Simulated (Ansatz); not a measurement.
`C=CCN([SiH3])C=C` at its PBE0-D4/def2-TZVP geometry, where that method's forces vanish. Total charge 0; spin multiplicity 1.

```xyz
18

C    -0.5907    2.5557   -0.7315
C    -0.4531    1.5743    0.1458
C    -0.9469    0.1744   -0.0636
N     0.0064   -0.8540    0.3124
Si   -0.1661   -1.6340    1.8495
C     1.0746   -1.1058   -0.5298
C     1.3704   -0.4902   -1.6760
H    -1.0548    2.3886   -1.6992
H    -0.2463    3.5608   -0.5193
H     0.0277    1.7649    1.1030
H    -1.8507    0.0260    0.5412
H    -1.2450    0.0321   -1.1094
H     0.7677   -2.7861    1.8729
H     0.1434   -0.7291    2.9927
H    -1.5762   -2.0792    2.0073
H     1.7080   -1.9197   -0.1870
H     2.2237   -0.8272   -2.2477
H     0.8080    0.3485   -2.0613
```

**Question.** What forces (eV/Å) does B3LYP-D4/def2-TZVPP give on these atoms in the Gaussian-basis code of Ansatz? (Estimate.)

**Answer.** Computed: 
```
C1  -0.006  0.114 -0.077
C2   0.064  0.116  0.117
C3  -0.309  0.035 -0.097
N4   0.005 -0.112  0.148
Si5 -0.019 -0.117  0.182
C6   0.204 -0.153 -0.035
C7   0.058  0.081 -0.158
H8   0.036  0.026  0.064
H9  -0.027 -0.062 -0.028
H10 -0.035 -0.015 -0.065
H11  0.050  0.014 -0.053
H12  0.002  0.011  0.074
H13 -0.067  0.077  0.009
H14 -0.021 -0.059 -0.073
H15  0.096  0.029 -0.003
H16 -0.042  0.069 -0.041
H17 -0.060  0.034  0.024
H18  0.069 -0.086  0.012
```

B3LYP here is the variant with VWN-RPA as its local correlation; programs differ in this.
